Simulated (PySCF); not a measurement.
C3H5F2OS2Si (doublet state).
Structure used (GFN2-xTB), in Å, numbered top down from 1:
```xyz
14
C3H5F2OS2Si angstrom
F     -1.992   -1.522    0.493
C     -1.973   -0.194    0.772
F     -2.934    0.336   -0.025
O     -0.777    0.362    0.576
C     -0.242    0.274   -0.778
C      0.466   -0.970   -1.033
S      1.877   -1.336   -0.152
Si     2.279    0.725    0.456
S      0.901    1.728   -0.822
H     -2.271   -0.053    1.822
H     -1.038    0.461   -1.501
H      0.110   -1.697   -1.735
H      1.964    0.843    1.869
H      3.628    1.041    0.037
```

The hyperfine couplings belong to this conformer and change with its torsions.

Identity: `FC(F)O[C@@H]1[CH]S[SiH2]S1` [radical].

Computed, not measured: PySCF, UKS B3LYP, pcH-1 on C F H O S Si, non-relativistic, mean-field spin-orbit, GIAO. One conformer (not necessarily the lowest) at the GFN2-xTB geometry, without solvent, vibrations or thermal averaging. A GFN2-xTB geometry isn't a minimum of the functional, and hyperfine couplings can be far from their values at a DFT geometry. No stability test was run, so a lower SCF solution isn't excluded.

Where do the isotropic ENDOR lines of F1, F3, H12, H13, H10 and H14 fall at 344.1 mT, to first order?

For S = 1/2 in fast tumbling each set of equivalent nuclei gives two lines, ν± = |νn ± a/2| to first order, with νn = g_N μN B/h and μN/h = 7.62259 MHz/T.

```csv
nuclei,isotope,g_N,νn (MHz),a_iso (MHz),lower line (MHz),upper line (MHz)
F1,19F,5.2577,13.79,11.09,8.24,19.34
F3,19F,5.2577,13.79,-1.79,12.90,14.68
H12,1H,5.5857,14.65,-54.06,12.38,41.68
H13,1H,5.5857,14.65,8.47,10.42,18.89
H10,1H,5.5857,14.65,7.23,11.04,18.27
H14,1H,5.5857,14.65,6.59,11.35,17.95
```

Which pairs are centred on the nuclear Larmor frequency, and which on half the coupling?

Centred on νn, since |a| < 2νn: F1, F3, H13, H10 and H14. Centred on |a|/2 and split by 2νn: H12.

Hardware: Arm Neoverse V1, one thread, no GPU (shared host). Cost: 2.6 min (grids of density and orbitals included), 1.1 GiB resident at most.
